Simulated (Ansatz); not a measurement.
Two isomers of AlBrH4O2Si: A = `[OH][Al]([Br])[O][SiH3]`, B = `O[SiH](Br)[O][AlH2]`.

Program: Ansatz. Geometries: PBE0-D4/def2-TZVP. ΔE: electronic, gas phase. CCSD(T)/CBS is the MP2 limit (def2-TZVPP, def2-QZVPP) plus CCSD(T) − MP2 in def2-TZVPP, frozen cores. DFT in def2-TZVPP. B3LYP here is the variant with VWN-RPA as its local correlation; programs differ in this. For Br outer-core shells are correlated without core-valence functions, which leaves a few kJ/mol of doubt a bond. Scalar relativity is left out up to krypton. One conformer a species, not always the lowest.

Q: Which isomer does CCSD(T)/CBS put lower? Give the gap. (Best estimate.)

A: The calculation gave: A, by 77.5 kJ/mol.

Q: Give E(B) − E(A) in kJ/mol with B3LYP-D4, MP2/def2-TZVPP, CCSD(T)/def2-TZVPP, B3LYP, PBE0-D4, r2SCAN-D4, HF/def2-TZVPP. (Best estimate.)

A: The calculation gave: B3LYP-D4 75.1, MP2/def2-TZVPP 81.6, CCSD(T)/def2-TZVPP 80.7, B3LYP 78.9, PBE0-D4 72.5, r2SCAN-D4 77.6, HF/def2-TZVPP 80.5. None reverses the order clearly.

Largest T1 diagnostic: 0.010.

The D4 term adds −3.9 kJ/mol with B3LYP and −1.8 kJ/mol with PBE0; it sums over pairs of atoms, weighted by their polarisabilities, and B3LYP, whose exchange is more repulsive, gets the larger term.
